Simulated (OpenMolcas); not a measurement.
A calculation on Hf2+.

```json
{
  "Program": "OpenMolcas 26.06",
  "Method": "CASSCF",
  "Basis": "ANO-RCC-VTZP [8s7p5d3f2g1h]",
  "Scalar Hamiltonian": "DKH2, point nucleus",
  "Active space": "2 electrons in 5 orbitals (5d)",
  "State averaging": "2S+1 = 3 even, 10 roots; 2S+1 = 1 even, 15 roots",
  "Spin-orbit coupling": "state interaction with AMFI integrals over the reference wave functions, term energies averaged over their components"
}
```

Q: Which level of the active space comes out lowest?

A: 5d² ³F₂, with 95 % of that term.

Q: How high does 5d² ¹S₀ lie?

A: 35546 cm⁻¹ above the lowest level.

Q: How high does 5d² ³P₁ lie?

A: 12519 cm⁻¹ above the lowest level.

Q: How high does 5d² ³P₂ [66 %] lie?

A: 15838 cm⁻¹ above the lowest level.

Q: The level at 10931 cm⁻¹ has J = 2. What is it made of, and what is its g factor?

A: 63 % 5d² ¹D₂, 34 % 5d² ³P, 4 % 5d² ³F; g = 1.156, against 1.000 from Landé's formula for the pure leading term.

Configurations with an s electron lie low in 5d ions of this charge, fall among these levels and mix in, so low-spin terms can stand far too high, up to twice their true height, and weights are not those of the real levels. Without dynamic correlation excited terms often stand tens of per cent too high (terms of higher spin than the ground term too low), and those without a measured partner can miss by more than the paired ones. Only configurations of the active space appear.

A share in square brackets marks a mixed level and gives the weight of the term that names it.
